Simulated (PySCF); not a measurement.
## Electron correlation in Br²⁺ (bromine, charge +2)

[Ar] 3d10 4s2 4p3, high-spin 4S determinant. All numbers are calculated (PySCF 2.14, no relativity, point nucleus, in 6-31G*). Frozen: [Ar] 3d10; 5 electrons correlated.

MP2 pair energies summed by pair of shells (mhartree):

| pair | energy | share (%) |
| --- | --- | --- |
| 4s-4p | -38.84 | 66.5 |
| 4p-4p | -14.14 | 24.2 |
| 4s-4s | -5.39 | 9.2 |

Total MP2 correlation energy: -58.37 mhartree.

Same-spin part -15.08 and opposite-spin part -43.29 mhartree; SCS-MP2 scales them by 1/3 and 6/5 to -56.98 mhartree.

| level | correlation energy (mhartree) |
| --- | --- |
| CCSD | -73.61 |
| (T) | -0.62 |
| CCSD(T) | -74.23 |

Diagnostics: T1 = 0.00073, D1 = 0.0020, largest double amplitude 0.059.

Question: Is a single reference adequate?

Answer: Yes, within this model without spin-orbit coupling: T1 lies below 0.03 and no double amplitude reaches 0.07.
